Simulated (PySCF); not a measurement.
C₇H₁₁ (doublet state).
Numbering: `[CH2:1]=[C:2]=[CH:3][CH2:4][CH:5][CH2:6][CH3:7]` (hydrogens: H8, H9 on C1; H10 on C3; H11, H12 on C4; H13 on C5; H14, H15 on C6; H16, H17, H18 on C7)

Cartesian coordinates in Å at the GFN2-xTB level; atoms count from 1:
```xyz
18
C7H11 angstrom
C      3.2770   -1.2051   -0.4209
C      2.1603   -0.8738    0.1487
C      1.0626   -0.4938    0.7212
C      0.6105    0.9617    0.7962
C     -0.4713    1.1522   -0.1894
C     -1.8719    0.7604    0.0865
C     -2.3312   -0.4281   -0.7736
H      4.1928   -1.3120    0.1392
H      3.3348   -1.4112   -1.4783
H      0.3671   -1.2135    1.1293
H      1.4615    1.6076    0.5756
H      0.2563    1.1592    1.8115
H     -0.1970    1.3456   -1.2137
H     -1.9913    0.5128    1.1438
H     -2.5393    1.6038   -0.1355
H     -1.7122   -1.3004   -0.5770
H     -2.2507   -0.1817   -1.8298
H     -3.3666   -0.6774   -0.5523
```

The hyperfine couplings belong to this conformer and change with its torsions.

Computed with UKS B3LYP, pcH-1 on C H, non-relativistic, mean-field spin-orbit, GIAO (PySCF 2.14.0). One conformer (not necessarily the lowest) at the GFN2-xTB geometry, without solvent, vibrations or thermal averaging. Couplings are sensitive to structure, and on GFN2-xTB geometries they can be far from those on DFT ones. The SCF solution wasn't tested for stability.

Principal values of hyperfine tensors in MHz (contact and dipolar terms together), for some of the nuclei:

| atom | isotope | A1 | A2 | A3 |
| --- | --- | --- | --- | --- |
| H15 | 1H | 93.71 | 95.14 | 109.02 |
| C5 | 13C | 19.41 | 20.28 | 257.76 |
| C3 | 13C | 82.05 | 85.66 | 101.48 |
| H13 | 1H | -95.30 | -58.54 | -19.71 |
| H12 | 1H | 26.36 | 26.90 | 40.44 |
| C6 | 13C | -32.76 | -30.57 | -28.19 |
| H11 | 1H | 23.77 | 24.94 | 38.33 |
| C4 | 13C | -29.28 | -27.53 | -25.13 |

(1) Give the isotropic coupling of each nucleus in MHz and in mT (g = 2.0025), and the anisotropic part.

(2) What spin density at the nucleus of H11 lies behind its contact coupling (g_N = 5.58569)?

(3) C7 (13C, g_N = 1.40482) isn't in the table. Its spin density at the nucleus is 0.05818 bohr⁻³. What is its contact coupling?

(4) Which nucleus of the table has the largest anisotropic coupling, and what is its form?

(5) In a single crystal, with the field along each principal axis of the tensor of H15 in turn, what first-order splitting does this nucleus give (isotropic g, quadrupole terms neglected)?

## Answers

(1) a_iso is a third of the trace, T = A − a_iso, and a(mT) = a(MHz)/(g × 13.996).

```
atom  a_iso (MHz)  a_iso (mT)      T1      T2      T3
 H15        99.29       3.543   -5.58   -4.15    9.73
  C5        99.15       3.538  -79.74  -78.87  158.61
  C3        89.73       3.202   -7.68   -4.07   11.75
 H13       -57.85      -2.064  -37.45   -0.69   38.14
 H12        31.23       1.114   -4.87   -4.34    9.21
  C6       -30.50      -1.088   -2.26   -0.06    2.32
 H11        29.01       1.035   -5.24   -4.08    9.32
  C4       -27.31      -0.975   -1.96   -0.22    2.18
```

(2) a_FC = 800.24 MHz bohr³ × g_N × ρ(0)/(2S). With a_FC = 29.01 MHz and 2S = 1, ρ(0) = 0.006491 bohr⁻³. In magnitude that is 2.0 % of the 1/π = 0.318 of a free hydrogen atom.

(3) By the same relation, a_FC = 65.4 MHz. Its full tensor has the principal values 61.06, 61.16, 73.99 MHz.

(4) C5: -79.7, -78.9, 158.6 MHz, axial, in the ratio −1:−1:+2, the form that spin in one p orbital centred on that nucleus gives.

(5) 2 lines (I = 1/2), spaced by |A_i|/(g × 13.996): 3.34, 3.39, 3.89 mT along the axes of A1, A2 and A3.
